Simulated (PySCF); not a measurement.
Computed with TPSSh-D3(BJ)/def2-TZVP // r2SCAN-D4/def2-SVP in PySCF. All species are isolated molecules in the gas phase. One relaxed conformer stands for a flexible species; it need not be the lowest. 

Reference species: [Ta(F)4(OH)] (neutral, multiplicity 1).

```yaml
HOMO–LUMO gap: 7.41 eV
charge on the central atom (Mulliken): 1.72 e
HOMO: -9.65 eV
```

After one change: the HOMO–LUMO gap falls by 1.07 eV; the charge on the central atom (Mulliken) drops by 0.17 e; the HOMO rises by 2.02 eV.

### Question
What was changed between the two runs? The new species is one of these.
A. [Ta(OH)5]
B. [Ta(F)2(OH)3]
C. [Ta(F)3(OH)2]
D. [Ta(F)(OH)4]

### Answer
A, [Ta(OH)5]
